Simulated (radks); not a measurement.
Q: All-electron atom: In0.75+ in [Kr] 4d10 5s2 5p0.25 (fractional occupations, a model configuration). Calculated with a radial shooting solver on a logarithmic mesh with Libxc functionals: Dirac Kohn-Sham, PBE, spin-unpolarised, spherical densities, finite nucleus; open shells are shared between the two j in proportion to 2j + 1; Fermi nuclear charge, rms radius 4.6156 fm. Some entries of the table are withheld. Estimate them.

orbital       occ.  eigenvalue (eV)  r(max) (bohr)
1s1/2            2        -27740.61            (1)
2s1/2            2        -4157.052         0.1087
2p1/2            2        -3877.102            (2)
2p3/2            4        -3666.227            (3)
3s1/2            2        -793.2733         0.3157
3p1/2            2              (4)         0.3021
3p3/2            4              (5)         0.3122
3d3/2            4              (6)         0.2566
3d5/2            6              (7)         0.2595
4s1/2            2        -124.9940         0.7701
4p1/2            2         -88.1065         0.7996
4p3/2            4         -81.4600         0.8243
4d3/2            4         -24.5512            (8)
4d5/2            6         -23.6901            (9)
5s1/2            2         -13.1195          2.124
5p1/2    0.0833333          -7.1081          2.615
5p3/2     0.166667          -6.7155          2.721

A: 
(1) 1s1/2 r(max) (bohr): 0.01922
(2) 2p1/2 r(max) (bohr): 0.08384
(3) 2p3/2 r(max) (bohr): 0.08827
(4) 3p1/2 eigenvalue (eV): -680.2870
(5) 3p3/2 eigenvalue (eV): -642.1972
(6) 3d3/2 eigenvalue (eV): -442.3710
(7) 3d5/2 eigenvalue (eV): -434.5675
(8) 4d3/2 r(max) (bohr): 0.9257
(9) 4d5/2 r(max) (bohr): 0.9358
